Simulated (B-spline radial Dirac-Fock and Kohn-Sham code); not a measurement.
A summary of the ionisation energies of tellurium (Z = 52) against charge, from Dirac-Fock (average of configuration) total-energy differences with a finite nucleus, the Breit interaction including its frequency dependence, and self-energy and vacuum-polarisation corrections and from the NIST table. The largest relative steps of the computed values, from charge +5 on, come at Te⁶⁺ (46 electrons left, 68.96 to 123.3 eV); Te²⁴⁺ (28 electrons left, 744.7 to 1309.0 eV); Te⁴²⁺ (10 electrons left, 3039.8 to 7116.7 eV); Te⁵⁰⁺ (2 electrons left, 9040.6 to 37194.0 eV). The median of |NIST − computed| / NIST over the 52 ions is 0.85 %.

| charge | computed (eV) | NIST (eV) |
| --- | --- | --- |
| 0 | 8.92 | 9.009808 |
| 3 | 36.04 | 37.4155 |
| 6 | 123.3 | 124.2 |
| 9 | 193.1 | 191.1 |
| 12 | 269.9 | 272 |
| 15 | 353.2 | 354 |
| 18 | 527.0 | 522 |
| 21 | 623.5 | 633 |
| 24 | 1309.0 | 1304 |
| 27 | 1544.2 | 1538 |
| 30 | 1793.7 | 1803 |
| 33 | 2057.2 | 2066 |
| 36 | 2492.3 | 2472 |
| 39 | 2741.4 | 2788 |
| 42 | 7116.7 | 7022 |
| 45 | 7814.1 | 7714 |
| 48 | 8821.0 | 8821 |
| 51 | 38177.8 | 38177.74 |
